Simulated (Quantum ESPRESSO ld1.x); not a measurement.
Q: The promethium ion Pm54+, configuration [He] 2s2 2p3. Method: Dirac Kohn-Sham, PBE, spin-unpolarised, spherical densities, point nucleus; open shells are shared between the two j in proportion to 2j + 1; computed with ld1.x of Quantum ESPRESSO 7.5. Some entries of the table are withheld. Estimate them.

orbital,occ.,eigenvalue (eV),<1/r> (bohr^-1),<r^2> (bohr^2)
1s1/2,2,(1),(2),0.0007274
2s1/2,2,-11680.5,16.64,(3)
2p1/2,1,-11433.6,16.55,(4)
2p3/2,2,-10819.6,14.84,(5)

A: 
(1) 1s1/2 eigenvalue (eV): -49978.0
(2) 1s1/2 <1/r> (bohr^-1): 67.56
(3) 2s1/2 <r^2> (bohr^2): 0.01067
(4) 2p1/2 <r^2> (bohr^2): 0.007656
(5) 2p3/2 <r^2> (bohr^2): 0.008733
